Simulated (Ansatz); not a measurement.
Two structures of GeH6O3, closed shell, reached by relaxing down either side of one saddle point (PBE0-D4/def2-TZVP). Energies are electronic, without zero-point energy. Program: Ansatz 0.2.0. Basis: def2-TZVPP and def2-QZVPP. Cores are frozen in the correlated methods. Filled d shells of the heavier atoms are correlated. The def2 sets are not built for correlating such inner shells, so the correlated values are less sure here. Extrapolation: Hartree–Fock as exp(−7.88 √X), correlation as X^−2.97. First:

```
atom    x (Å)    y (Å)    z (Å)
 Ge1  -0.2904  -0.8426  -1.1226
  O2   1.1696  -0.4933  -0.1249
  H3   0.1529  -1.8094  -2.2385
  H4  -1.2767  -1.4917  -0.1576
  H5  -0.8140   0.4630  -1.7395
  H6   0.7550   0.3813   1.3894
  O7   0.2406   0.8581   2.0720
  O8  -0.9586   1.1144   1.3414
  H9   1.9342  -0.2511  -0.6508
 H10  -0.9128   2.0713   1.2314
```

Second:

```tsv
atom	x (Å)	y (Å)	z (Å)
Ge1	-1.0635	-0.4814	-0.6883
O2	2.1229	-0.9535	0.4738
H3	-0.1269	-0.1747	-1.8582
H4	-1.0781	-1.9541	-0.2744
H5	-2.4707	0.0897	-0.9197
H6	1.4146	-0.3964	0.8256
O7	-0.4072	0.3432	0.8004
O8	-0.2877	1.7300	0.4399
H9	2.7599	-0.3402	0.1025
H10	-0.8634	2.1377	1.0986
```

Question: Which bonds change from the first to the second?

Answer: GeH₄O ([OH][GeH3]) + H₂O₂ ([OH][OH]) → GeH₄O₂ ([OH][O][GeH3]) + H₂O; bonds formed: Ge1–O7, O2–H6; bonds broken: Ge1–O2, H6–O7.

Question: Give the saddle point's structure and its height above each. (Judge from chemistry; the value comes from the calculation.)

Answer: Computed: 126.8 kJ/mol above the first and 120.2 kJ/mol above the second (CCSD(T) at an estimated basis limit (MP2 extrapolated from triple and quadruple zeta, plus CCSD(T) − MP2 in triple zeta)).
Ge1  (-0.457, -0.677, -0.695)
O2  (1.444, -0.670, 0.072)
H3  (0.178, -1.207, -2.017)
H4  (-1.146, -1.849, 0.009)
H5  (-1.325, 0.517, -1.138)
H6  (0.945, -0.030, 0.816)
O7  (-0.292, 0.355, 1.141)
O8  (-0.333, 1.759, 0.883)
H9  (2.096, -0.211, -0.464)
H10  (-1.110, 2.014, 1.393)
(Å)

No T1 diagnostic of these runs exceeds 0.014.

Labels in which every atom is bracketed show which atoms are joined, not bond orders.

For scale, one of the runs: CCSD(T)/def2-TZVPP, 225 basis functions, launched by `ansatz run in.yaml --threads 4 --pin off --events-out ev --progress --plain --max-ram 9574MiB`. The run took 2.7 min on 4 CPU threads of an Arm Neoverse V2 (shared host), with 4 GiB of host memory at its peak.
